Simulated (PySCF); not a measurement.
```xyz
3
charge 1 multiplicity 3, angstrom
Rh    0.0000    0.0000   -0.0201
H     1.1236    0.0000    1.0260
H    -1.1236    0.0000    1.0260
```

Level of theory: UPBE0 in PySCF with Rh def2-TZVP with ECP28, H def2-TZVP; scalar-relativistic core potentials, no spin–orbit coupling; density-fitted integrals.

This geometry of RhH₂⁺ is a stationary point at this level.

What is the point group?

C2v.

Is it a minimum?

Yes: all harmonic wavenumbers are real.

What are the dipole moment and the gap between the highest occupied and lowest empty levels of either spin?

0.81 D about the centre of mass and 3.92 eV.

Give the ideal-gas entropy at 298.15 K and 1 bar by parts.

translation 166.9, rotation 56.3, vibration 1.1, spin 9.1; total 233.4 J/(mol K).

Other isomers or separated fragments may lie lower. Open d and f shells are described by one determinant, and the ground state may have another occupation or spin. At this level a triplet minimum of C2v symmetry lies 132 kJ/mol below this structure.
